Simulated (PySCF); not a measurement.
**Electron correlation in Al (aluminium, neutral)**

[Ne] 3s2 4s1, 2S determinant (an excited configuration). All numbers are calculated (PySCF 2.14, the spin-free X2C one-electron Hamiltonian (Gaussian nucleus), in aug-cc-pVQZ-DK). Frozen: [Ne]; 3 electrons correlated.

```tsv
level	correlation energy (mhartree)
CCSD	-46.22
(T)	-0.89
CCSD(T)	-47.11
```

Diagnostics: T1 = 0.019, D1 = 0.0461, largest double amplitude 0.096.

Task: Is a single reference adequate?

Result: Mostly. T1 lies below 0.03, but a double amplitude of this size points to a near-degeneracy that CCSD handles and MP2 describes poorly.
